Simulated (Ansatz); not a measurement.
Abridged output of a molecular run in Ansatz:

```
Functional definition: HF
1741 factors; integrals over basis functions are off by at most 1.2e-3 eV
mean field evaluation 1: about -17767.9633 eV, gradient 4.4e1 eV
mean field evaluation 2: about -17768.2130 eV, gradient 4.4e1 eV
mean field evaluation 4: about -17773.2669 eV, gradient 4.2e0 eV
mean field evaluation 8: about -17773.3466 eV, gradient 2.2e-1 eV
mean field -17773.34684803 eV, -653.1584494579 hartree, gradient 2.7e-6 eV, S^2 0.000000; 0 other end points of the search recorded, 0 dependent functions left out
13 core orbitals not correlated: weight in the atoms' cores, before any rotation towards them, 1.000 or more for the frozen orbitals, at most 0.000 for the correlated occupied ones
reference -17773.34684803 eV, -653.1584494579 hartree; 14, 14 occupied and 276, 276 virtual orbitals, 1741 factors
second order -19.40777723 eV of doubles, -0.00000000 eV of singles
cycle   1  -20.41691670 eV  change    -1.0e0 eV  update   1.0e-1
cycle   2  -20.98917008 eV  change   -5.7e-1 eV  update   3.1e-2
cycle   3  -21.07890437 eV  change   -9.0e-2 eV  update   1.5e-2
cycle   4  -21.06870098 eV  change    1.0e-2 eV  update   4.8e-3
cycle   5  -21.06803115 eV  change    6.7e-4 eV  update   2.5e-3
cycle   6  -21.06821480 eV  change   -1.8e-4 eV  update   8.5e-4
cycle   7  -21.06797937 eV  change    2.4e-4 eV  update   3.2e-4
cycle   8  -21.06807612 eV  change   -9.7e-5 eV  update   1.3e-4
cycle   9  -21.06811161 eV  change   -3.5e-5 eV  update   4.3e-5
cycle  10  -21.06808955 eV  change    2.2e-5 eV  update   1.8e-5
perturbative correction -0.84716495 eV, -0.0311327378 hartree
Total energy: -17795.26210253 eV, -653.9638202060 hartree
```

Its atoms:

Cartesian coordinates in Å:
```
N 0.165 2.414 -0.764
Si -0.628 1.012 -0.220
B 0.130 -0.008 1.334
C -0.345 -1.410 1.329
Al 0.554 -1.489 -0.566
H 1.157 2.519 -0.629
H -0.174 2.966 -1.534
H -2.095 1.215 -0.329
H -0.519 -0.164 -1.307
H 1.055 0.381 1.986
H 0.015 -2.157 2.035
H -1.308 -1.694 0.892
H 0.013 -2.739 -1.376
H 1.980 -0.846 -0.852
```

(1) Which basis set was used?
A. def2-TZVPP
B. cc-pV(Q+d)Z
C. def2-SVPD
D. def2-QZVPP

(2) Write the keys of the input that set method, charge and spin (a neutral closed shell needs none for the last two).

Answers

(1) A. It gives 303 functions.

(2) 
```yaml
correlation: {method: ccsd_t}
```
